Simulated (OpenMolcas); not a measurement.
# d5 ions of charge +3 down a group on the Mg site of MgO

```json
{"Program": "OpenMolcas 26.06", "Method": "CASSCF", "Spin-orbit coupling": "RASSI with atomic mean-field integrals over the reference wave functions"}
```

The d shell is active. Each dopant is a cluster with its nearest anions in model potentials and point charges, with no relaxation and no local charge compensation. Distances were set from a Shannon-type radius of the metal (high-spin where two are listed) plus a fixed donor radius (O 1.38 Å), in hosts weighted 0.65 to 0.35 with the host's distance in the model lattice. Ligand basis ANO-RCC-VDZP, DKH2 Hamiltonian. States (labels of O, the rotations of Oh). Energies in cm-1 above the lowest state or level, χT in cm3 K/mol; under a threefold ground state the first gap can be a small split of the lowest multiplet, not the spin-orbit step; 10Dq and B are least-squares fits to the states below 45000 cm-1, weighted by degeneracy, with a free offset, and given where the rms deviation is under 5 % of |10Dq| (or 100 cm-1) and under 700 cm-1. Spin-only χT is S(S+1) / 2 for the spin of the ground state.

```
 Ion  Shell  R (Å)   Metal basis  Ground state  First state of that spin   10Dq  B (rms of fit)  First gap with spin-orbit (degeneracies)  χT at 300 K  First state of another spin  Spin-only χT
Fe3+    3d5  2.053  ANO-RCC-VTZP           6A1                            12648      1171 (210)                              22993 (6, 2)        4.385                    4T1 23114         4.375
Ru3+    4d5  2.076  ANO-RCC-VTZP           2T2                 2T1 23186  26771       716 (270)                               1776 (2, 4)        0.578              2S+1 = 4: 13336         0.375
```

|10Dq| changes by a factor of 26771 / 12648 = 2.12 from Fe3+ to Ru3+.

B goes from 1171 cm-1 (Fe3+) to 716 cm-1 (Ru3+).

Below the highest spin of the shell: Ru3+. χT departs most from the spin-only value for Ru3+, by +0.203 cm3 K/mol.

Without dynamic correlation the repulsion within the d shell is too large (B by tens of per cent), so at a given field states of lower spin stand too high. Ligand-to-metal charge-transfer states are missing. With no ligand orbital active B as a rule stays too high, so bands that hang on it stand too high and its fall with covalency is understated. With metal d orbitals alone and no dynamic correlation 10Dq can be off by a tenth to a fifth, either way, in oxide and fluoride hosts (holds for Fe3+). An orbital triplet at a regular site is open to Jahn-Teller coupling, which can distort the site and quench the lowest spin-orbit gaps and is left out (holds for Ru3+). The least metal-like active orbital is 75 % on the metal (Löwdin) and no ligand orbital is active, so the numbers are rough (holds for Ru3+). With metal d orbitals alone the field can be off either way by tens of per cent (holds for Ru3+). No measured value stands beside these numbers; the geometry was set by hand and not optimised.

A state without a sure symmetry label is named by its multiplicity alone.
